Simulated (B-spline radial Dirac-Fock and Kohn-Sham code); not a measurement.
## Binding energies of Sr at several levels of theory

System: neutral strontium, configuration [Kr] 5s2.

The density-functional columns are spherical, spin-unpolarised Dirac-Kohn-Sham results without Breit or QED terms: −ε is minus the orbital energy of the initial state and ΔSCF the difference of two total energies. The reference in the last column comes from relaxed Dirac-Fock hole states (ΔSCF) with Breit and QED corrections and a finite nucleus. All numbers are from a radial atomic solver, in eV; a selection of levels is shown. The Kohn-Sham columns are given as differences from the reference. For the 1s level of heavy atoms much of the gap between ΔSCF and the reference is the Breit and QED part, -39.2 eV here; for other levels the error of the functional can be larger.

| level | LDA −ε − DF | PBE −ε − DF | PBE ΔSCF − DF | PBE0 −ε − DF | Dirac-Fock |
| --- | --- | --- | --- | --- | --- |
| K | -206.9 | -182.4 | +59.1 | -113.2 | 16113.0 |
| L1 | -76.9 | -74.0 | -34.1 | -47.4 | 2230.8 |
| L2 | -55.0 | -54.0 | -4.7 | -31.7 | 2016.8 |
| L3 | -56.0 | -55.2 | -7.5 | -33.0 | 1949.5 |
| M1 | -37.2 | -36.2 | -21.9 | -24.3 | 369.8 |
| M2 | -28.6 | -28.2 | -13.8 | -18.3 | 291.3 |
| M3 | -28.4 | -28.0 | -14.0 | -18.3 | 280.7 |
| M4 | -13.8 | -14.0 | +0.4 | -7.7 | 143.0 |
| M5 | -13.8 | -14.1 | +0.2 | -7.8 | 141.3 |
| N1 | -9.8 | -9.9 | -3.7 | -6.5 | 50.74 |
| N2 | -4.8 | -4.9 | +0.7 | -2.9 | 28.51 |
| N3 | -4.8 | -4.9 | +0.6 | -2.9 | 27.33 |
| O1 | -1.1 | -1.2 | +1.1 | -0.7 | 4.75 |

For the outermost level NIST gives 5.694867 eV (measured); the differences from it are LDA −ε -2.06, PBE −ε -2.17, PBE ΔSCF +0.19, PBE0 −ε -1.65, Dirac-Fock -0.95 eV.

Values without a named source are computed, but for edge energies of neutral atoms, which are taken from tables.
